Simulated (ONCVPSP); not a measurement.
Building the ONCV potential for copper (PBE, scalar-relativistic).

ONCVPSP 4.0.1 was run on this input:

```
# ATOM AND REFERENCE CONFIGURATION
# atsym  z   nc   nv     iexc    psfile
  Cu 29.00    4    3        4      upf
#
#   n    l    f
    1    0    2.00
    2    0    2.00
    2    1    6.00
    3    0    2.00
    3    1    6.00
    3    2   10.00
    4    0    1.00
#
# PSEUDOPOTENTIAL AND OPTIMIZATION
# lmax
    2
#
#   l,   rc,      ep,       ncon, nbas, qcut
    0    1.85    0.00    4    9    3.80
    1    1.00    0.00    4    9   17.20
    2    1.35    0.00    5    9   12.10
#
# LOCAL POTENTIAL
# lloc, lpopt,  rc(5),   dvloc0
    4    4    0.70    3.00
#
# VANDERBILT-KLEINMAN-BYLANDER PROJECTORs
# l, nproj, debl
    0    3    3.50
    1    3    2.30
    2    2    3.40
#
# MODEL CORE CHARGE
# icmod, fcfact, rcfact
    0    0.00    0.00
#
# LOG DERIVATIVE ANALYSIS
# epsh1, epsh2, depsh
   -4.00    5.00    0.02
#
# OUTPUT GRID
# rlmax, drl
    6.00    0.01
#
# TEST CONFIGURATIONS
# ncnf
    4
# nvcnf
#   n    l    f
    3
    3    1    6.00
    3    2   10.00
    4    0    0.00
#
    3
    3    1    6.00
    3    2    9.00
    4    0    0.00
#
    3
    3    1    6.00
    3    2    8.00
    4    0    0.00
#
    3
    3    1    6.00
    3    2    9.00
    4    0    2.00
#
```

Command:

```bash
oncvpsp.x < Cu.dat > Cu.out
```

Resulting log (shortened: citation, most of the input echo, consistency checks and plot data are left out):

```
ONCVPSP  (Optimized Norm-Conservinng Vanderbilt PSeudopotential)
scalar-relativistic version 4.0.1

#   n    l    f        energy (Ha)
    1    0    2.00    -3.2527452E+02
    2    0    2.00    -3.9045224E+01
    2    1    6.00    -3.3698282E+01
    3    0    2.00    -4.2152924E+00
    3    1    6.00    -2.6512387E+00
    3    2   10.00    -1.8516466E-01
    4    0    1.00    -1.6941097E-01

Reference configufation results
  iterations    31
  all-electron total energy (Ha)   -1.65484922D+03

Begin loop to  construct optimized pseudo wave functions
and semi-local pseudopoentials for all angular momenta

   Wellstate for l =  0  n =  6
     eigenvalue =   3.3306
     asymptotic potential =   3.8306
     half-point radius =  3.2979

   Wellstate for l =  0  n =  7
     eigenvalue =   6.8306
     asymptotic potential =   7.3306
     half-point radius =  3.0968

Calculating optimized projector #   1

 for l=   0

    Fraction of norm inside rc  0.178904
    Optimizing pswf for qcut=   3.79 a_B^-1,  ecut=   7.18 Ha
    Residual kinetic energy error=  1.01D-04 Ha

    Energy error per electron        Cutoff
         Ha          eV             Ha
         0.01000     0.27211        3.31
         0.00100     0.02721        5.39
         0.00010     0.00272        7.36
         0.00001     0.00027       20.21

Calculating optimized projector #   2

 for l=   0

    Fraction of norm inside rc  0.120647
    Optimizing pswf for qcut=   3.79 a_B^-1,  ecut=   7.18 Ha
    Residual kinetic energy error=  2.11D-02 Ha

    Energy error per electron        Cutoff
         Ha          eV             Ha
         0.01000     0.27211        7.75
         0.00100     0.02721       14.28
         0.00010     0.00272       58.40
         0.00001     0.00027       91.69

Calculating optimized projector #   3

 for l=   0

    Fraction of norm inside rc  0.112976
    Optimizing pswf for qcut=   3.79 a_B^-1,  ecut=   7.18 Ha
    Residual kinetic energy error=  4.18D-01 Ha

    Energy error per electron        Cutoff
         Ha          eV             Ha
         0.01000     0.27211       21.08
         0.00100     0.02721      100.57
         0.00010     0.00272      116.46
         0.00001     0.00027      145.36

WARNING wellstate: negative energy specified for n= 4 l=  1
WARNING scattering state with energy  0.25000000
WARNING will be used for the first projector

   Wellstate for l =  1  n =  4
     eigenvalue =   0.2500
     asymptotic potential =   0.7500
     half-point radius =  3.5201

   Wellstate for l =  1  n =  5
     eigenvalue =   2.5500
     asymptotic potential =   3.0500
     half-point radius =  2.6411

Calculating optimized projector #   1

 for l=   1

    Fraction of norm inside rc  0.815816
    Optimizing pswf for qcut=  17.21 a_B^-1,  ecut= 148.05 Ha
    Residual kinetic energy error=  4.63D-09 Ha

    Energy error per electron        Cutoff
         Ha          eV             Ha
         0.01000     0.27211       34.58
         0.00100     0.02721       43.77
         0.00010     0.00272       80.96
         0.00001     0.00027       99.94

Calculating optimized projector #   2

 for l=   1

    Fraction of norm inside rc  0.033569
    Optimizing pswf for qcut=  17.21 a_B^-1,  ecut= 148.05 Ha
    Residual kinetic energy error=  2.28D-10 Ha

    Energy error per electron        Cutoff
         Ha          eV             Ha
         0.01000     0.27211       25.15
         0.00100     0.02721       35.27
         0.00010     0.00272       45.87
         0.00001     0.00027       87.30

Calculating optimized projector #   3

 for l=   1

    Fraction of norm inside rc  0.041263
    Optimizing pswf for qcut=  17.21 a_B^-1,  ecut= 148.05 Ha
    Residual kinetic energy error=  9.02D-10 Ha

    Energy error per electron        Cutoff
         Ha          eV             Ha
         0.01000     0.27211       28.78
         0.00100     0.02721       38.41
         0.00010     0.00272       71.17
         0.00001     0.00027       96.57

   Wellstate for l =  2  n =  5
     eigenvalue =   3.2148
     asymptotic potential =   3.7148
     half-point radius =  2.7901

Calculating optimized projector #   1

 for l=   2

    Fraction of norm inside rc  0.767557
    Optimizing pswf for qcut=  12.11 a_B^-1,  ecut=  73.31 Ha
    Residual kinetic energy error=  2.98D-05 Ha

    Energy error per electron        Cutoff
         Ha          eV             Ha
         0.01000     0.27211       51.97
         0.00100     0.02721       60.96
         0.00010     0.00272       68.53
         0.00001     0.00027      182.27

Calculating optimized projector #   2

 for l=   2

    Fraction of norm inside rc  0.113248
    Optimizing pswf for qcut=  12.11 a_B^-1,  ecut=  73.31 Ha
    Residual kinetic energy error=  7.69D-05 Ha

    Energy error per electron        Cutoff
         Ha          eV             Ha
         0.01000     0.27211       52.89
         0.00100     0.02721       63.45
         0.00010     0.00272       72.68
         0.00001     0.00027      172.81

Construct Vanderbilt / Kleinmman-Bylander projectors

B matrix Hermiticity error, ll=   0
   1   2   -1.5216E-04
   1   3    2.0376E-04
   2   3    2.1694E-04

  Orthonormal projector coefficients  2.0601E+01  5.3829E+00  6.6602E-01

B matrix Hermiticity error, ll=   1
   1   2    3.3910E-04
   1   3   -7.3059E-04
   2   3    9.0484E-05

  Orthonormal projector coefficients  6.7203E+00  1.5049E+00  1.2699E-01

B matrix Hermiticity error, ll=   2
   1   2   -3.5626E-04

  Orthonormal projector coefficients -8.6328E+00 -2.8803E+00

Pseudoatom total energy -146.711815

Diagnostic tests using Vanderbilt-Kleinman-Bylander pseudopotentials
  1 or more projectors used as specified by nproj input data

   l    rcore       rmatch      e in        delta e   norm test  slope test

   0   1.8572085   1.9135974  -0.1694110  -0.0000002   1.0000184   1.0000130
   0   1.8572085   1.9135974   3.3305890   0.0000136   1.0005159   1.0005159
   0   1.8572085   1.9135974   6.8305890   0.0002058   1.0002686   1.0002686

   1   1.0029254   1.0333764  -2.6512387  -0.0000046   1.0002056   1.0002413
   1   1.0029254   1.0333764   0.2500000   0.0000731   1.0004520   1.0004520
   1   1.0029254   1.0333764   2.5500000   0.0001896   1.0005415   1.0005415

   2   1.3525947   1.3936624  -0.1851647  -0.0000028   1.0001129   1.0001207
   2   1.3525947   1.3936624   3.2148353   0.0000879   1.0002011   1.0002011

 Testing for bound ghosts
   n   l    E NL Schr. Eq   E Basis Diag.   E Cutoff

   1   0       -0.169411       -0.146805    128.99

   2   1       -2.651243       -2.650916    497.54

   3   2       -0.185167       -0.180070    242.31

 Testing for highly-localized positive-energy ghosts
       l    <radius>/rc     E Basis Diag.   E Cutoff

       0        0.229791        3.102903    128.99  WARNING - GHOST(+)

Test configuration 0

   n   l     f        eae           eps        diff
   1   0  2.0000 -325.27451999
   2   0  2.0000  -39.04522397
   2   1  6.0000  -33.69828223
   3   0  2.0000   -4.21529237
   3   1  6.0000   -2.65123870   -2.65124333   -4.63D-06
   3   2 10.0000   -0.18516466   -0.18516748   -2.82D-06
   4   0  1.0000   -0.16941097   -0.16941114   -1.70D-07

    Total energies and differences
      AE_ref= -1.65484922D+03  AE_tst= -1.65484922D+03  dif=  0.00D+00
      PS_ref= -1.46711815D+02  PS_tst= -1.46711815D+02  dif= -1.19D-11
      PSP excitation error=  1.19D-11

Test configuration 1

   n   l     f        eae           eps        diff
   1   0  2.0000 -325.59186900
   2   0  2.0000  -39.35290449
   2   1  6.0000  -34.00678728
   3   0  2.0000   -4.53200588
   3   1  6.0000   -2.96913099   -2.96652457    2.61D-03
   3   2 10.0000   -0.50194273   -0.50127857    6.64D-04

    Total energies and differences
      AE_ref= -1.65484922D+03  AE_tst= -1.65454971D+03  dif=  3.00D-01
      PS_ref= -1.46711815D+02  PS_tst= -1.46412044D+02  dif=  3.00D-01
      PSP excitation error= -2.58D-04

Test configuration 2

   n   l     f        eae           eps        diff
   1   0  2.0000 -326.21755518
   2   0  2.0000  -39.99094519
   2   1  6.0000  -34.64342349
   3   0  2.0000   -5.15541721
   3   1  6.0000   -3.58743895   -3.58496954    2.47D-03
   3   2  9.0000   -1.08881248   -1.08694272    1.87D-03

    Total energies and differences
      AE_ref= -1.65484922D+03  AE_tst= -1.65376575D+03  dif=  1.08D+00
      PS_ref= -1.46711815D+02  PS_tst= -1.45629235D+02  dif=  1.08D+00
      PSP excitation error=  8.88D-04

Test configuration 3

psatom: WARNING lschvkbb convergence error n,l,iter=   3   2   3
ea(ii),et,emin,emax -1.851675E-01 -2.036842E-01 -2.036842E-01 -2.036842E-01
run_config: WARNING for fully non-local PS atom, stg. 1
 WARNING no output for configuration 4

Test configuration 4

   n   l     f        eae           eps        diff
   1   0  2.0000 -325.46576020
   2   0  2.0000  -39.25781283
   2   1  6.0000  -33.90875409
   3   0  2.0000   -4.40982368
   3   1  6.0000   -2.84098750   -2.84639665   -5.41D-03
   3   2  9.0000   -0.34980146   -0.35193756   -2.14D-03
   4   0  2.0000   -0.21359831   -0.21271073    8.88D-04

    Total energies and differences
      AE_ref= -1.65484922D+03  AE_tst= -1.65477676D+03  dif=  7.25D-02
      PS_ref= -1.46711815D+02  PS_tst= -1.46638143D+02  dif=  7.37D-02
      PSP excitation error= -1.21D-03
```

The run took about 6.2 s on one core of a shared server CPU.
